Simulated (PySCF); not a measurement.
Vertical excitations of a molecule C₄H₅NSi from TDDFT-B3LYP/def2-SVPD in PySCF 2.14.0, as energy in eV (oscillator strength): 5.58 (0.023), 5.75 (0.012), 5.85 (0.001), 5.89 (0.005), 6.08 (0.010), 6.16 (0.003), 6.21 (0.001), 6.43 (0.002), 6.78 (0.014), 6.95 (0.061). Lowest triplet (TDA): 4.77 eV. Geometry optimised at PBE0-D3(BJ)/def2-SVP. Other conformers were not sampled.

### Question
Identify the compound among the candidates.
(A) C#C[SiH](N)C#C
(B) C#C[C@H]1N=C[SiH2]1
(C) C#C[Si@H]1C=NC1
(D) C#CC1=NC[SiH2]1

### Answer
A, C#C[SiH](N)C#C
